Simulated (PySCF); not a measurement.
Heteronuclear NMR

Cartesian coordinates in Å; atom numbers follow the order of the lines, from 1:
```xyz
16

C    -0.8156   -1.0094    1.2446
Si    0.0101    0.0491   -0.1223
C     0.0475    1.8790    0.4222
C     1.7843   -0.5780   -0.4475
P    -1.0970   -0.0404   -2.1000
H    -1.8349   -0.6829    1.4308
H    -0.2707   -0.9386    2.1810
H    -0.8534   -2.0577    0.9627
H    -0.9507    2.2486    0.6382
H     0.4673    2.5049   -0.3594
H     0.6507    2.0120    1.3147
H     2.4049   -0.4822    0.4379
H     1.7896   -1.6226   -0.7448
H     2.2529   -0.0081   -1.2446
H    -2.3474    0.1513   -1.5395
H    -1.2449   -1.4162   -2.0853
```

- σ from GIAO-PBE0/pcSseg-1
- geometry: GFN2-xTB
- run in PySCF 2.14.0 with density-fitted response routines
- one computed conformer, no solvent model, one averaged value for each set of equivalent atoms, no relativistic terms

(1) What are the 31P shifts?

(2) Predict the 29Si NMR data.

Answers

(1) 
| atoms | environment | σ (ppm) | δ (ppm) |
| --- | --- | --- | --- |
| P5 | phosphorus bonded to Si, 2 H | 600.6 | -227.5 |

Shieldings were converted by a linear fit to measured shifts: 31P (scatter 18.1 ppm rms vs H3PO4, solution or neat liquid). A few per cent of atoms miss by over 2 rms, more outside the fitted compound classes.

On a 600 MHz spectrometer 31P resonates near 242.9 MHz, so 1 ppm is 242.9 Hz.

(2) 
| atoms | environment | σ (ppm) | δ (ppm) |
| --- | --- | --- | --- |
| Si2 | silicon bonded to 3 C, P | 343.4 | -2.3 |

Shieldings were converted by a linear fit to measured shifts: 29Si: δ = 279.94 − 0.822σ (rms 8.9 ppm, 72 shifts, 25.8 ppm with the 6 outliers that the fit left out vs TMS, solution or neat liquid). A few per cent of atoms miss by over 2 rms, more outside the fitted compound classes.

On a 500 MHz spectrometer 29Si resonates near 99.3 MHz, so 1 ppm is 99.3 Hz.
